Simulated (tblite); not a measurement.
CH11O2PSi3.
Cartesian coordinates in Å at the GFN2-xTB level; atoms count from 1:
```xyz
18
CH11O2PSi3 angstrom
O      0.7487    0.3279    1.2275
Si     1.5317    0.5546   -0.1981
Si     3.4245   -0.7073   -0.4343
O      0.5477   -0.0492   -1.3201
C     -0.8289    0.1440   -1.4979
Si    -1.8753    0.1346    0.1034
P     -3.9770    0.2495   -0.6885
H      1.1453    0.5553    2.0626
H      1.6542    2.0186   -0.3311
H      4.4572    0.0317   -1.1672
H      4.0262   -1.0042    0.8758
H      3.2820   -2.0038   -1.1010
H     -1.1673   -0.6492   -2.1754
H     -0.9870    1.0960   -2.0218
H     -1.7028    1.3601    0.8886
H     -1.6246   -1.0644    0.9081
H     -4.1031   -1.0988   -0.9606
H     -4.5604    0.1109    0.5537
```

Method: GFN2-xTB as coded in tblite; computed harmonic values from a numerical Hessian at the method's own geometry, unscaled. This tight-binding method is rough: wavenumbers can miss measured ones by several per cent, in bad cases by 10 to 20. Modes of hydrogen on phosphorus and silicon can be 10 to 20 % off. One conformer, not necessarily the lowest. The optimisation stopped once no atom felt more than 0.01 eV/Å.

Lowest wavenumbers of the output (negative numbers stand for imaginary wavenumbers):
```
mode    cm-1
  1     -28.9
  2      28.9
  3      62.2
  4      74.1
  5      96.4
  6     108.2
  7     116.3
  8     151.6
```

Is this structure a minimum?

Not by this Hessian. 1 mode is imaginary beyond 20i (29i cm⁻¹), so at this level the point lies at or near a first-order saddle. The curvature is small, so loose convergence or finite differences may be the whole cause.

Which atoms move in the imaginary mode?

29i: H10 (Si–H hydrogen) 33 %, H12 (Si–H hydrogen) 32 %, H11 (Si–H hydrogen) 31 %. These are shares of the mass-weighted motion.

What is the remedy?

Step along that mode in both directions, optimise again with tighter thresholds and repeat the frequencies. The zero-point energy of this point (69.9 kcal/mol) counts the 47 real modes alone, and thermal corrections from it aren't those of a minimum.
